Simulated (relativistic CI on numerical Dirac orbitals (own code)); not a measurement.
Sc+ in a cubic cluster: 3s photoemission with charge transfer

Computed with a charge-transfer multiplet model of a cubic metal-ligand cluster with up to 2 ligand holes, Slater and spin-orbit integrals from Dirac-Coulomb-Breit ions, Slater integrals scaled by 0.7. The ground state mixes d2 with configurations of k ligand holes L, whose averages lie at kΔ + k(k − 1)U_dd/2; a core hole lowers each added d electron by U_cd. 300 K, Lorentzian 1.4 eV and Gaussian 0.8 eV FWHM.

Atomic integrals in eV (Slater integrals scaled, ζ unscaled), ground: F2dd 4.121, F4dd 2.525, zeta_d 0.005; with the core hole: F2dd 5.452, F4dd 3.398, zeta_d 0.010, G2cd 5.798.

Cluster parameters (eV): Δ = 10.9, U_cd = 6.3, 10Dq = 0.45, 10Dq(ligand) = 0.3, V(eg) = 1.75, V(t2g) = -0.75, final-state hopping factor = 1.

```tsv
Case	n_d	d2	d3L	d4L2	S
U_dd = 2.9 eV	2.11	0.90	0.10	0.00	1.00
U_dd = 5 eV	2.11	0.90	0.10	0.00	1.00
U_dd = 6.4 eV	2.10	0.90	0.10	0.00	1.00
```

Weights, n_d and S are thermal averages at 300 K. Binding energies count from the first peak over 30 % of the highest in each spectrum, which can be another peak from case to case. The parameters are a model scan and need not match a compound or its usual spin state. Peaks in eV (height, largest 100):
- U_dd = 2.9 eV: 0.0 (100), 3.4 (54), 10.6 (5)
- U_dd = 5 eV: 0.0 (100), 3.5 (54)
- U_dd = 6.4 eV: 0.0 (100), 3.4 (54)

For the case U_dd = 5 eV, Δ = 10.9 eV is larger than U_dd = 5 eV, the Mott-Hubbard side of the Zaanen-Sawatzky-Allen scheme. With the core hole the average of the configuration with one ligand hole lies at Δ − U_cd = 4.6 eV before mixing: the effective hopping of about 3.7 eV (from the holes of the mixed ground state) is comparable with this gap or larger, so the configurations mix strongly.

Without intra-shell correlation the exchange splitting of the 3s hole comes out too large.
